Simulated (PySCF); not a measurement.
## BiCl₄⁻, singlet: computed properties

All numbers come from PySCF, PBE0, basis Bi def2-SVPD with ECP60, Cl def2-SVPD (scalar-relativistic core potentials, no spin–orbit coupling, density fitting).

The structure is a minimum.

* Point group: Td
* Bond lengths: Bi–Cl 2.622 Å (×4)
* Bond angles: Cl–Bi–Cl 109.5° (×6)
* Heat capacity Cp at 298.15 K: 103.9 J/(mol K)
* Dipole moment about the centre of mass: 0.00 D
* Entropy at 298.15 K and 1 bar: 426.7 J/(mol K)
* Principal polarisabilities: 131.5, 131.5, 131.5 bohr³
* Rotational constants: 0.0263, 0.0263, 0.0263 cm⁻¹
* Principal quadrupole moments (Buckingham, traceless) about the centre of mass: 0.00, 0.00, 0.00 D Å
* Highest occupied level: -3.83 eV
* Zero-point energy: 7.5 kJ/mol
* Enthalpy at 298.15 K above 0 K: 26.04 kJ/mol
* Rotational symmetry number: 12
* Lowest empty level: 1.59 eV

Harmonic modes (masses in u: Bi 208.980, Cl 34.969):
```json
{"symmetry": "t2", "ω (cm⁻¹)": "32", "IR (km/mol, summed over degenerate members)": "0.6", "μ (u)": "40.39", "type": "bend"}
{"symmetry": "e", "ω (cm⁻¹)": "62", "IR (km/mol, summed over degenerate members)": "0.0", "μ (u)": "34.97", "type": "bend"}
{"symmetry": "t2", "ω (cm⁻¹)": "251", "IR (km/mol, summed over degenerate members)": "380", "μ (u)": "43.69", "type": "stretch"}
{"symmetry": "a1", "ω (cm⁻¹)": "281", "IR (km/mol, summed over degenerate members)": "0.0", "μ (u)": "34.97", "type": "stretch"}
```

In Td the vibrations span 2t2 + e + a1. The a1, e modes carry no infrared intensity, as symmetry demands.

Charges (e); Mulliken and Löwdin values are unreliable with diffuse functions:
```csv
atom,Mulliken,Löwdin,polar tensor,Mayer order to Bi1
Bi1,1.77,0.91,2.04,–
"Cl2,3,4,5",-0.69,-0.48,-0.76,0.50
```

Mulliken populations on Bi1 (electrons outside its core potential): s 3.78, p 7.32, d 10.12.

Counting electrons, bismuth keeps 2 of its valence electrons outside its bonds, so the VSEPR class is AX4E1 and the expected shape is see-saw (C2v). The calculation gives Td instead.

Only a few start shapes were tried, so a lower isomer may exist. The lowest empty level of this anion is unbound, so it and the gap depend on the basis. With an element this heavy the missing spin–orbit coupling can shift these numbers.

The final relaxation and frequency run took 34 s on 4 threads of a shared Arm Neoverse V1 host, with 140 basis functions and 6 gradients; the process peaked at 1.7 GiB. Launch command: `OMP_NUM_THREADS=4 python axn.py task.json out`.
